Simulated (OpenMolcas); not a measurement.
Systems:
- [V(NH3)4]3+, a model complex in vacuum: square planar, V–NH3 1.92 Å; shape imposed, not necessarily the one it adopts

Coordinates (Å) for ANO-RCC-VDZP on V, N and ANO-RCC-VDZ on H:

```xyz
17

V      0.0000     0.0000     0.0000
N      1.9240     0.0000     0.0000
H      2.3226     0.9389     0.0000
H      2.3226    -0.4695     0.8131
H      2.3226    -0.4694    -0.8131
N     -1.9240     0.0000     0.0000
H     -2.3226     0.9389     0.0000
H     -2.3226    -0.4695    -0.8131
H     -2.3226    -0.4694     0.8131
N      0.0000     1.9240     0.0000
H      0.0000     2.3226     0.9389
H      0.8131     2.3226    -0.4695
H     -0.8131     2.3226    -0.4694
N      0.0000    -1.9240     0.0000
H      0.0000    -2.3226     0.9389
H     -0.8131    -2.3226    -0.4695
H      0.8131    -2.3226    -0.4694
```

Method: state-averaged CASSCF on the open d shell with SC-NEVPT2, ANO basis sets as named, scalar-relativistic DKH2 or scalar-relativistic X2C, RICD, in OpenMolcas. State energies are spin-free and vertical. Orbital splittings and repulsion parameters are fits to the integrals of the highest spin's CASSCF orbitals. J levels and χT include spin-orbit coupling (RASSI on CASSCF energies). Times are rough, from shared cores.

```tsv
case	ground state	first state of the same spin (cm⁻¹)	first state of another spin (cm⁻¹)	Racah B (cm⁻¹)	χT at 300 K (cm³ K/mol)	basis functions	relative time
ANO-RCC-VDZP on V, N and ANO-RCC-VDZ on H	triplet (non-degenerate)	triplet (2-fold) 815	singlet (non-degenerate) 8740	916	0.92	114	4
ANO-RCC-MB	triplet (non-degenerate)	triplet (2-fold) 1570	singlet (non-degenerate) 8960	…	0.99	50	1
ANO-RCC-VDZ	triplet (non-degenerate)	triplet (2-fold) 708	singlet (non-degenerate) 8390	924	0.92	87	2
ANO-R2	triplet (non-degenerate)	triplet (2-fold) 923	singlet (non-degenerate) 8210	912	0.93	361	50
```

### Question
Some entries are withheld; supply them.

### Answer

- ANO-RCC-MB, Racah B (cm⁻¹): 788

Ligand-to-metal charge-transfer configurations lie outside the minimal active space. The geometry is a model, so the numbers describe that model and not a measured compound. Bonding is strongly covalent in ANO-RCC-VDZP on V, N and ANO-RCC-VDZ on H: one active orbital has only 79 % metal character (Löwdin). Gaps under about 300 cm⁻¹ between spin-free states are not resolved by the perturbation step. Bonding is strongly covalent in ANO-RCC-MB: one active orbital has only 74 % metal character (Löwdin). Bonding is strongly covalent in ANO-RCC-VDZ: one active orbital has only 81 % metal character (Löwdin). Bonding is strongly covalent in ANO-R2: one active orbital has only 81 % metal character (Löwdin).
